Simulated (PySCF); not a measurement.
# Computed properties of Al(PH2)3 (AlH6P3), SMILES [PH2][Al]([PH2])[PH2]

Al(PH2)3 (AlH6P3), SMILES [PH2][Al]([PH2])[PH2]. Coordinates come from a PBE0-D3(BJ)/def2-SVP optimisation. One conformer was computed; it need not be the lowest. All values are computed for the isolated molecule unless a solvent is named; none is compared with measurement here.

**Structure.** The optimised structure has Cs symmetry. All 24 harmonic modes at PBE0-D3(BJ)/def2-SVP (PySCF) are real, so it is a minimum. With heavy atoms numbered as in [Al:1]([PH2:2])([PH2:5])[PH2:8], the shortest bond between them is Al1–P8 at 2.332 Å and the longest Al1–P2 at 2.333 Å.

**Vibrations.** The strongest infrared lines (harmonic, unscaled, degenerate partners summed) lie at 2417 cm⁻¹ (58 km/mol, H 97 %), 2400 cm⁻¹ (48 km/mol, H 97 %), 460 cm⁻¹ (46 km/mol, Al 48 %, H 26 %, P 25 %). The softest mode is at 86 cm⁻¹ and the zero-point energy is 32.7 kcal/mol.

**Electronic structure.** HF/def2-TZVP (PySCF) places the frontier levels at -9.38 and 1.32 eV, a gap of 10.70 eV, and gives a dipole moment of 0.68 D and a mean polarisability of 106.8 bohr³. PBE/def2-TZVP (PySCF) at the same geometry gives -6.05 and -2.20 eV, so its gap is 6.85 eV narrower. An orbital gap is neither the optical nor the fundamental gap.

**Excitations.** TDA-ωB97X/def2-SVPD (PySCF) has S1 at 5.01 eV (248 nm, f = 0.050, weak); the most intense of the 10 singlets computed lies at 6.42 eV (f = 0.21). T1 (TDA) is at 4.38 eV, 0.63 eV under S1. TDA-PBE/def2-SVPD (PySCF) puts S1 at 4.17 eV. No vertical singlet excitation falls in the visible range (under 3.1 eV).

**NMR.** GIAO shifts at PBE0/pcSseg-1 (PySCF) (non-relativistic, atoms alike by connectivity averaged): ¹H at 2.0 ppm against TMS.
